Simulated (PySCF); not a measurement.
**From computed data to an observable: oscillator strength and radiative lifetime**

B(F)(Cl)(NMe2) (C₂H₆BClFN), SMILES CN(C)B(F)Cl.

Geometry optimised at B3LYP-D3(BJ)/def2-SVP. Other conformers were not sampled.

TDDFT-CAM-B3LYP/def2-SVPD run with PySCF puts the first singlet state with f over 0.02 at 7.66 eV (vertical), with the transition dipole (-0.347, 1.347, 0.000) in atomic units.

Problem. Find the oscillator strength, the wavelength and the radiative lifetime that this transition would have in vacuum if emission retraced absorption.

Solution. 
|μ|² = 1.9348 au, so |μ| = 3.54 D. ΔE = 7.66/27.211 = 0.2815 hartree. f = (2/3) ΔE |μ|² = 0.363 (the program prints 0.363).
λ = 1239.84/7.66 = 162 nm; ν = 61782 cm⁻¹.
Einstein's coefficient A = 0.6670 ν² f s⁻¹ (ν in cm⁻¹) = 9.2e8 s⁻¹, so τ = 1/A = 1.1 ns. This state is S2; the lower singlet has f = 0.014. The figure is the radiative limit of this one transition; relaxation, internal conversion, crossing to triplets and a medium change what is measured.
